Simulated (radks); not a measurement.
Values are calculated unless marked as measured or tabulated.
Task: Coulomb parameter of the 4d shell of the palladium ion Pd2+ in the model configuration [Kr] 4d6 5p2, as a second difference U = [E(n + 0.5) + E(n - 0.5) - 2 E(n)] / (0.5)^2 with all orbitals relaxed. "Bare": the charge of the atom changes with n. "Screened": the 5p shell takes up the change at fixed total charge, which measures U(4d,4d) + U(5p,5p) - 2 U(4d,5p). Code: a radial shooting solver on a logarithmic mesh with Libxc functionals. Model: Dirac Kohn-Sham, PBE, spin-unpolarised, spherical densities, finite nucleus; open shells are shared between the two j in proportion to 2j + 1; Fermi nuclear charge, rms radius 4.5318 fm. Estimate both.

Result: U(bare) = 14.148 eV, U(screened by 5p) = 3.384 eV.
